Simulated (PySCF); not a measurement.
Continuum solvent and chemical shifts

Atoms are numbered as in `[CH3:1][c:2]1[cH:3][cH:4][s:5][c:6]1[CH3:7]`. Each H is labelled by its parent atom.

GIAO PBE0/pcSseg-1 in PySCF 2.14 on one PBE0-D3(BJ)/def2-SVP conformer, non-relativistic, equivalent nuclei averaged. Solvents enter as an IEF-PCM continuum (chloroform with ε = 4.7, dichloromethane with ε = 8.9) around the gas-phase geometry. Shifts are referred to TMS, CS2 computed in the same medium.

In chloroform, δ in ppm: C6 141.5, C2 139.4, C3 136.1, C4 128.5, C1 15.0, C7 14.9, S5 220.3, H(C3) 7.02, H(C4) 6.95, H(C7) 2.41, H(C1) 2.31. Dipole moment 1.29 D.

Q: How does each δ change in the more polar medium?

A: 
```csv
atoms,environment,"Δδ, dichloromethane"
C6,substituted aromatic carbon next to the ring sulfur,+0.3
C2,substituted aromatic carbon,+0.4
C3,aromatic CH,+0.3
C4,aromatic CH next to the ring sulfur,+0.1
C1,methyl carbon on an aromatic ring,+0.1
C7,methyl carbon on an aromatic ring,+0.1
S5,aromatic ring sulfur,-1.3
H(C3),hydrogen on an aromatic CH,+0.04
H(C4),hydrogen on an aromatic CH next to the ring sulfur,+0.03
H(C7),hydrogen on a methyl carbon on an aromatic ring,+0.02
H(C1),hydrogen on a methyl carbon on an aromatic ring,+0.01
```

Changes are relative to chloroform. The dipole moment becomes 1.34 D in dichloromethane.

Q: Which nuclei move most (in ppm), and what does the model miss?

A: S5 (aromatic ring sulfur, -1.3 ppm) in dichloromethane. A continuum only polarises the solute; specific hydrogen bonds, the anisotropy of aromatic solvents and changes of geometry or conformer are outside it.
